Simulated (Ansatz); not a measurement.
One change: `COC[SiH2]C` becomes `C[SiH2]C[SiH2]O`.

Ansatz, PBE0-D4/def2-TZVP geometries, multiplicity 1. Each molecule was computed in one conformer, which needn't be the lowest.

```csv
property,`COC[SiH2]C`
LUMO energy (B3LYP/def2-TZVPP) / eV,0.54
size of the dipole moment (PBE/def2-TZVPP) / D,0.38
size of the dipole moment (B3LYP/def2-TZVPP) / D,0.50
HOMO energy (B3LYP/def2-TZVPP) / eV,-6.77
LUMO energy (PBE0/def2-TZVPP) / eV,0.81
HOMO–LUMO gap (ωB97M-V/def2-TZVPP) / eV,11.61
```

Question: What does the change do to each property? (Best estimate.)

Answer: The calculation gave: 
```csv
property,`C[SiH2]C[SiH2]O`,shift
LUMO energy (B3LYP/def2-TZVPP) / eV,-0.04,-0.58
size of the dipole moment (PBE/def2-TZVPP) / D,1.93,1.55
size of the dipole moment (B3LYP/def2-TZVPP) / D,1.94,1.44
HOMO energy (B3LYP/def2-TZVPP) / eV,-8.01,-1.24
LUMO energy (PBE0/def2-TZVPP) / eV,0.22,-0.59
HOMO–LUMO gap (ωB97M-V/def2-TZVPP) / eV,12.26,0.65
```

With PBE0 the HOMO falls by 1.23 eV and the LUMO falls by 0.59 eV, so the gap widens by about 0.64 eV. PBE moves the HOMO by -1.31 eV and ωB97M-V by -1.14 eV. Dipoles are sizes alone; their direction can turn.

Positive LUMOs are unbound, so they and the gaps depend on the basis.

B3LYP here is the variant with VWN-RPA as its local correlation; programs differ in this.
